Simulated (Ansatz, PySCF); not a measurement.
H₂O₅Ru, SMILES [OH][Ru](=[O])([OH])(=[O])=[O], multiplicity 1.

Geometry: B3LYP-D3(BJ)/def2-SVP. The spin state was assumed, not searched. The def2 effective core potentials stand for the cores of Ru; spin–orbit coupling is left out. Other conformers were not sampled.

Vertical ionisation energy (IE) and electron affinity (EA) in eV. Rows of orbital energies are one-electron estimates. Where ΔSCF, EOM or ADC give a negative EA the extra electron is unbound and the value depends on the basis.

```tsv
level	IE	EA
−ε(HOMO), −ε(LUMO), PBE0/def2-TZVP (PySCF)	9.53	5.75
−ε(HOMO), −ε(LUMO), PBE/def2-TZVP (PySCF)	8.08	6.18
ΔSCF, PBE/def2-TZVPD (Ansatz), final states of multiplicity 2 and 2	11.19	2.93
```

Task: What vertical singlet–triplet gap does ΔSCF give with PBE0/def2-TZVPD (Ansatz, a quantum-chemistry and plane-wave program) and with PBE/def2-TZVPD (Ansatz)? (The exact figures need the calculation; the answer reports its results.)

Result: 0.56 and 1.50 eV (triplet above singlet where positive).
